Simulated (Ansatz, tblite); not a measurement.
Cost and result up the ladder for the cluster Ba₂S₂⁻ (the lowest doublet isomer of a short search) (4 atoms). Charge -1, multiplicity 2. Geometry: r2SCAN-D4/def2-SVPD.

| atom | x (Å) | y (Å) | z (Å) |
| --- | --- | --- | --- |
| Ba1 | 1.843 | 0.306 | -0.776 |
| Ba2 | -1.843 | -0.306 | 0.776 |
| S3 | -0.222 | -1.623 | -1.167 |
| S4 | 0.222 | 1.623 | 1.167 |

Ansatz on 2 threads of Intel Xeon Platinum 8259CL on a shared host; xTB runs through tblite on one thread. Times are rough, summed over both states, and most runs start from the orbitals of an earlier one. PBE0-D4/def2-TZVPD serves as the yardstick here, not as an exact answer. The other state is a singlet, and no other spin of it was run.

In the def2 sets Ba takes a core potential; there is no spin–orbit coupling. The xTB rows come from tblite. HOMO above LUMO, or a gap near zero within one spin, warns that the state may not be the lowest or that an electron is smeared out. The structure comes from a short search, and lower isomers may exist.

Raw xTB energies of ions are shifted by several eV, and xTB has no spin-polarisation term.

```tsv
level	functions	wall time
GFN1-xTB	36	0.022 s
GFN2-xTB	36	0.034 s
PBE-D4/def2-TZVPD (with forces)	172	13 s
PBE0-D4/def2-TZVPD	172	16 s
r2SCAN-D4/def2-TZVPD	172	22 s
```

**Question.** Estimate what each level gives for the vertical IE (eV).

**Answer.** 
| level | vertical IE (eV) | difference from PBE0-D4/def2-TZVPD (eV) | remarks |
| --- | --- | --- | --- |
| GFN1-xTB | 6.78 | 6.30 | – |
| GFN2-xTB | 5.33 | 4.85 | – |
| PBE-D4/def2-TZVPD (with forces) | 0.58 | 0.10 | HOMO above zero (-1 doublet), gap within one spin near zero (-1 doublet) |
| PBE0-D4/def2-TZVPD | 0.48 | 0.00 | HOMO above zero (-1 doublet) |
| r2SCAN-D4/def2-TZVPD | 0.48 | 0.00 | HOMO above zero (-1 doublet), gap within one spin near zero (-1 doublet) |
